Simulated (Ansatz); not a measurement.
Total energies of (Cl2Ga-mu-SH)3 (Ga3H3S3Cl6) from Ansatz at PBE0-D4/def2-TZVP, gas phase (1 Eh = 27.2114 eV = 2625.5 kJ/mol). The reference geometry is relaxed at PBE-D4/def2-SVP.

Cartesian coordinates in Å:
```
Ga -1.379 0.454 -1.607
Cl -2.725 1.819 -2.617
Cl -1.108 -1.516 -2.429
S 0.651 1.671 -1.291
Ga 2.268 0.227 -0.280
Cl 4.018 1.491 -0.087
Cl 2.415 -1.681 -1.265
S 1.479 -0.135 1.936
Ga -0.701 -1.089 1.896
Cl -1.452 -0.933 3.924
Cl -0.581 -3.009 0.932
S -2.047 0.475 0.686
H 1.119 1.472 -2.557
H 1.128 1.150 2.233
H -3.086 -0.395 0.525
```

```csv
state,geometry,energy (Eh)
charge 0 singlet,reference,-9730.75538
charge 1 doublet,reference,-9730.37432
charge 1 doublet,relaxed at PBE-D4/def2-SVP,-9730.39692
free Ga atom (doublet),–,-1924.55212
free Cl atom (doublet),–,-459.99739
free S atom (triplet),–,-397.97371
free H atom (doublet),–,-0.50104
```

Single mean-field runs in def2-TZVP are fitted with def2-universal-jkfit.

Work out the vertical ionisation energy to the doublet.

E(charge 1 doublet) − E(charge 0 singlet) = -9730.37432 − (-9730.75538) = 0.38106 Eh = 10.37 eV. For comparison, −ε of the highest occupied level is 8.96 eV at this level, 1.41 eV less.

How much does the charge 1 doublet relax, and what is the adiabatic ionisation energy?

Relaxation: -9730.37432 − (-9730.39692) = 0.02260 Eh = 0.61 eV. Adiabatic ionisation energy: 0.35846 Eh = 9.75 eV, without zero-point energy. 

What is the binding energy per atom against free atoms?

Atoms: 3 × (-1924.55212) + 6 × (-459.99739) + 3 × (-397.97371) + 3 × (-0.50104) = -9729.06495 Eh. Binding: -9729.06495 − (-9730.75538) = 1.69043 Eh = 46.00 eV, or 3.07 eV for each of 15 atoms (no zero-point energy, no counterpoise term).
